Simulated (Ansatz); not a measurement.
Task: Name a neutral molecule of C, N, Si and H with size of the dipole moment (ωB97M-V/def2-TZVPP) between 3.80 and 4.10 D and LUMO energy (PBE0/def2-TZVPP) between -0.80 and -0.50 eV (Ansatz, PBE0-D4/def2-TZVP geometry).

Result: `C[SiH2]C#N` (3.98 D, -0.52 eV). Other molecules can fit too; these were computed, each in one conformer that needn't be the lowest.
